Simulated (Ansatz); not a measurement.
Isomers of Na8⁺ (doublet), relaxed with r2SCAN/def2-SVP; total energies from Ansatz at PBE0/def2-TZVP.

```json
{"isomer": "A", "description": "point group not assigned; 19 × Na–Na 3.50 to 3.81 Å", "energy (Eh)": "-1297.44433"}
{"isomer": "B", "description": "point group not assigned; 19 × Na–Na 3.47 to 3.95 Å", "energy (Eh)": "-1297.44375"}
{"isomer": "C", "description": "point group C2v; 18 × Na–Na 3.49 to 3.84 Å", "energy (Eh)": "-1297.44391"}
{"isomer": "D", "description": "point group C2v; 18 × Na–Na 3.51 to 3.72 Å", "energy (Eh)": "-1297.44229"}
{"isomer": "E", "description": "point group not assigned; 18 × Na–Na 3.48 to 3.76 Å", "energy (Eh)": "-1297.44105"}
```

The isomers come from a short search, and lower ones may exist.

Task: Work out the relative energies (1 Eh = 2625.5 kJ/mol) and the Boltzmann populations at 500 K from electronic energies alone (R = 8.314 J/mol/K).

Result: ΔE: A 0.0, B 1.5, C 1.1, D 5.4, E 8.6 kJ/mol. RT = 4.16 kJ/mol. Factors exp(−ΔE/RT): A 1, B 0.697, C 0.768, D 0.273, E 0.127; sum 2.865. Populations: A 34.9 %, B 24.3 %, C 26.8 %, D 9.5 %, E 4.4 %. Zero-point energy, vibrational entropy and symmetry numbers are left out and can shift these; an error of 4 kJ/mol changes a ratio by a factor of 2.6. Over the other density-functional and correlated levels in def2 sets, the gap between A and C ranges from 1 to 3 kJ/mol.
